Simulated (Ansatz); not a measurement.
CH6GeTeZn (`[CH3][Zn][Te][GeH3]`). Charge 0, multiplicity 1. Te takes the def2 core potential.

Cartesian coordinates in Å:
```
C -1.2433 2.2925 0.0618
Zn 0.1673 1.1011 -0.5440
Te 1.9752 -0.4221 -1.3150
Ge 1.0421 -2.3372 0.1027
H -0.9132 3.3322 0.0089
H -2.1345 2.1791 -0.5586
H -1.5100 2.0683 1.0969
H 2.0014 -3.5225 -0.0777
H 0.9809 -1.9496 1.5899
H -0.3661 -2.7417 -0.3650
```

Q: What are the harmonic wavenumbers in cm⁻¹ at PBE0-D4/def2-TZVP (Ansatz, finite differences of forces, unscaled)? (Best estimate.)

A: The calculation gave: 24i, 7i, 43, 102, 111, 220, 238, 516, 516, 565, 678, 683, 811, 873, 879, 1190, 1445, 1445, 2142, 2146, 2162, 3052, 3141, 3144.
